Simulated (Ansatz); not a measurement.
CH$_{3}$GaO (`O=[CH][GaH2]`). Charge 0, multiplicity 1. The structure was optimised at the PBE0-D4/def2-TZVP level.

```xyz
6

O     0.166    1.472    1.083
C    -0.467    0.938    0.200
Ga    0.306   -0.857   -0.286
H    -1.355    1.463   -0.223
H    -0.128   -2.108    0.550
H     1.477   -0.908   -1.325
```

(1) What is the dipole moment at ωB97M-V/def2-TZVPP? (Estimate.)

(2) And with PBE, r2SCAN, B3LYP? (An estimate is asked.)

(3) Give the Mulliken charges with ωB97M-V, B3LYP, r2SCAN in def2-TZVPP. (Estimate.)

## Answers

(1) Computed: 2.37 D, with components (-1.20, -1.10, -1.73) D in this frame, pointing from negative to positive charge.

(2) Ansatz gave: PBE 2.01 D, r2SCAN 2.14 D, B3LYP 2.29 D.

(3) The calculation gave: 
```csv
atom,ωB97M-V,B3LYP,r2SCAN
O1,-0.27,-0.26,-0.28
C2,0.02,0.06,0.12
Ga3,0.23,0.24,0.26
H4,0.09,0.08,0.04
H5,-0.03,-0.05,-0.07
H6,-0.03,-0.05,-0.07
```

B3LYP here is the variant with VWN-RPA as its local correlation; programs differ in this.
